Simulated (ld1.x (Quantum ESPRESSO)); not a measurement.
Tb (Z = 65) RRKJ: all-electron and pseudo phase curves

| Item | Value |
| --- | --- |
| Element | Tb |
| Generator | ld1.x (Quantum ESPRESSO) 7.5 |
| Type | norm-conserving RRKJ (Kleinman–Bylander form) |
| Functional | LDA (PZ) |
| Relativity | scalar-relativistic |
| Frozen core | [Kr] 4d10 |
| Valence charge | 19 |
| Reference configuration | 4f9 5s2 5p6 5d0 6s1.5 6p0 (charge +0.5) |
| Partial waves | 5s (bound): rc 1.45 bohr; 5p (bound): rc 2.70 bohr; 5d (bound, empty): rc 3.30 bohr; 4f (bound): rc 1.40 bohr |
| Local potential | the f channel |
| Core correction | a·sin(br)/r model core inside 0.90 bohr |
| rho0 | 0.01 |

Occupied shells without a wave of their own: 6s. They enter only through the test configuration that unscreens the potential, and ld1.x also counts them in the model core charge.

The phase is arctan(r·u′/u) with u = r·R(r), unwrapped; energies in Ry, scanned from -6 to 5 Ry. A pole is an energy at which the radial function vanishes at the test radius. The pseudo phase is shifted by a multiple of π to meet the all-electron one at the reference energy, and phase errors are pseudo minus all-electron; the curves can meet again beyond the range given. Levels narrower than the energy grid can be missing from the lists of poles. Where the grid stepped over a known ghost or core level, its pole and its step of π were put in at the level’s energy. n/a: not evaluated, since a narrow level or a reset projector energy made the automatic matching unsafe.

Problem. For each channel, where are the poles, and over which energies does the pseudopotential scatter like the atom?

Solution.

| channel | radius (bohr) | reference energy (Ry) | poles, all-electron | poles, pseudo | unbroken range about the reference energy with phases within 0.05 rad | phase error 1 Ry above the reference energy (rad) |
| --- | --- | --- | --- | --- | --- | --- |
| s | 3.60 | -3.73 | 0.70 | 0.71 | n/a | n/a |
| p | 3.60 | -2.06 | -2.03, 1.61 | -2.03, 1.54 | below 2.9 | -0.001 |
| d | 3.60 | -0.31 | 0.05, 3.33 | -0.90, 0.06, 3.75 | -0.9 to 1.0 | +0.018 |
| f | 3.60 | -0.46 | -0.45, 2.10 | -0.45, 2.17 | below 0.8 | +0.013 |

Note: ghost states, extra bound levels that the all-electron valence spectrum of the same l lacks: s at -565.7 eV, p at -185.6 eV, d at -12.3 eV. A true bound ghost makes a file unfit for plane-wave use. ld1.x takes every shell without a wave as core, so the model core holds the 6s electrons as well and exchange and correlation see them twice. This cancels in the reference configuration, but the file is broken for other ones, and its errors say nothing about a proper core correction.

Phases in the p channel:

| E (Ry) | all-electron | pseudo |
| --- | --- | --- |
| -6.00 | 1.451 | 1.451 |
| -5.74 | 1.448 | 1.448 |
| -5.48 | 1.444 | 1.444 |
| -5.22 | 1.441 | 1.441 |
| -4.96 | 1.437 | 1.437 |
| -4.70 | 1.433 | 1.433 |
| -4.44 | 1.428 | 1.428 |
| -4.18 | 1.423 | 1.423 |
| -3.92 | 1.417 | 1.416 |
| -3.66 | 1.409 | 1.409 |
| -3.40 | 1.401 | 1.401 |
| -3.14 | 1.391 | 1.391 |
| -2.88 | 1.379 | 1.379 |
| -2.62 | 1.361 | 1.361 |
| -2.36 | 1.326 | 1.326 |
| -2.10 | 0.554 | 0.554 |
| -1.84 | -1.750 | -1.750 |
| -1.58 | -1.799 | -1.799 |
| -1.32 | -1.838 | -1.839 |
| -1.06 | -1.886 | -1.887 |
| -0.80 | -1.956 | -1.957 |
| -0.54 | -2.074 | -2.078 |
| -0.28 | -2.322 | -2.334 |
| -0.02 | -2.962 | -3.002 |
| 0.24 | -3.893 | -3.931 |
| 0.50 | -4.322 | -4.342 |
| 0.76 | -4.501 | -4.514 |
| 1.02 | -4.596 | -4.607 |
| 1.28 | -4.657 | -4.667 |
| 1.54 | -4.702 | -4.713 |
| 1.80 | -4.739 | -4.751 |
| 2.06 | -4.773 | -4.787 |
| 2.32 | -4.807 | -4.825 |
| 2.58 | -4.845 | -4.872 |
| 2.84 | -4.893 | -4.937 |
| 3.10 | -4.962 | -5.044 |
| 3.36 | -5.079 | -5.281 |
| 3.62 | -5.340 | -6.023 |
| 3.88 | -6.106 | -7.106 |
| 4.14 | -7.097 | -7.480 |
| 4.40 | -7.458 | -7.623 |
| 4.66 | -7.603 | -7.698 |
| 4.92 | -7.679 | -7.745 |
